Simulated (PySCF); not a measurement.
Compound: C2H7ClGeO.
Atom-mapped SMILES: `[CH3:1][O:2][GeH2:3][CH2:4][Cl:5]` (hydrogens: H6, H7, H8 on C1; H9, H10 on Ge3; H11, H12 on C4)

Method: PBE0-D3(BJ)/def2-SVP geometry optimisation, gas phase in PySCF 2.14.0; density fitting, grid level 1; the optimiser is geomeTRIC in internal coordinates, started from a GFN2-xTB structure with every atom displaced at random (about 0.01 Å).

At the end of the run (lengths in Å): Ge3–C4 1.966, Ge3–H9 1.547, O2–Ge3 1.778, C4–H12 1.100, Ge3–H10 1.531, C1–O2 1.399, C4–Cl5 1.786, C1–O2–Ge3 120.3°, Ge3–C4–Cl5 110.6°, O2–Ge3–C4 109.0°, C1–O2–Ge3–C4 44°, O2–Ge3–C4–Cl5 53°, H9–Ge3–O2–C1 -74°, H11–C4–Ge3–O2 -67°.

**Question.** These geometries were met on the way; a selection of coordinates is given. Order them by energy above the end point, lowest first.
A. Ge3–C4 2.038, Ge3–H9 1.491, O2–Ge3 1.734, C4–H12 1.058, Ge3–H10 1.503, C1–O2 1.380, C4–Cl5 1.770, C1–O2–Ge3 126.8°, Ge3–C4–Cl5 105.8°, O2–Ge3–C4 111.6°, C1–O2–Ge3–C4 55°, O2–Ge3–C4–Cl5 55°, H9–Ge3–O2–C1 -66°, H11–C4–Ge3–O2 -60°
B. Ge3–C4 1.965, Ge3–H9 1.546, O2–Ge3 1.774, C4–H12 1.099, Ge3–H10 1.530, C1–O2 1.397, C4–Cl5 1.787, C1–O2–Ge3 120.7°, Ge3–C4–Cl5 110.2°, O2–Ge3–C4 108.9°, C1–O2–Ge3–C4 50°, O2–Ge3–C4–Cl5 57°, H9–Ge3–O2–C1 -69°, H11–C4–Ge3–O2 -62°
C. Ge3–C4 1.975, Ge3–H9 1.555, O2–Ge3 1.797, C4–H12 1.104, Ge3–H10 1.534, C1–O2 1.395, C4–Cl5 1.790, C1–O2–Ge3 122.5°, Ge3–C4–Cl5 109.3°, O2–Ge3–C4 107.8°, C1–O2–Ge3–C4 54°, O2–Ge3–C4–Cl5 57°, H9–Ge3–O2–C1 -66°, H11–C4–Ge3–O2 -61°

**Answer.** B (0.005 eV), C (0.023 eV), A (0.208 eV).

| step | E above end (eV) | rms distance from the end, all atoms (Å) | largest force (eV/Å) | rms shift of all bonds from the end (Å) |
| --- | --- | --- | --- | --- |
| 3 | 0.005 | 0.096 | 0.090 | 0.002 |
| 1 | 0.023 | 0.139 | 0.501 | 0.007 |
| 0 | 0.208 | 0.194 | 2.405 | 0.035 |

Rows stand in the order of the answer.
